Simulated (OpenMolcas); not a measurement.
Cr4+ among 6 point charges of -2 e arranged as a tetragonal octahedron (D4h), 1.78 Å from the ion, with the axial distance 1.940 Å.
```
   1.7800    0.0000    0.0000  -2.00
   0.0000    1.7800    0.0000  -2.00
  -1.7800    0.0000    0.0000  -2.00
   0.0000   -1.7800    0.0000  -2.00
   0.0000    0.0000    1.9402  -2.00
   0.0000    0.0000   -1.9402  -2.00
```

```
Program             : OpenMolcas 26.06
Method              : SS-CASPT2, IPEA 0.25 Eh, imaginary shift 0.1 Eh (closed shells correlated: 3s 3p)
Basis               : ANO-RCC-VTZP [6s5p3d2f1g]
Scalar Hamiltonian  : DKH2, point nucleus
Active space        : 2 electrons in 5 orbitals (3d)
State averaging     : 2S+1 = 3 even, 10 roots; 2S+1 = 1 even, 15 roots
Spin-orbit coupling : RASSI with atomic mean-field integrals over the reference wave functions
```

What is the spin-free ground state (labels of D4, the rotations of D4h)?

3A2, 1-fold in its orbital part, 98 % from free-ion F terms; it has the highest spin that d2 allows.

Where is the first state of the same spin?

3E at 1360 cm-1 above the ground state.

What are the lowest two levels with spin-orbit coupling?

A 1-fold level A1, then a 2-fold level E 72 cm-1 above it. Their leading multiplicities are 3 (100 %) and 3 (100 %).

What is χT at 300 K, and how does it compare with the textbook value?

The lowest level has 2S+1 = 3, for which the spin-only value is χT = S(S+1) / 2 = 1.000 cm3 K/mol (g = 2). The computed 0.747 at 300 K differs by -0.253, through orbital momentum, spin-orbit coupling and any other state in reach.

Free-ion shares, where given, are those of the reference states; single-state CASPT2 does not remix them. Point charges carry no covalency, so the field is a model and not that of real ligands. No measured value stands beside these numbers.
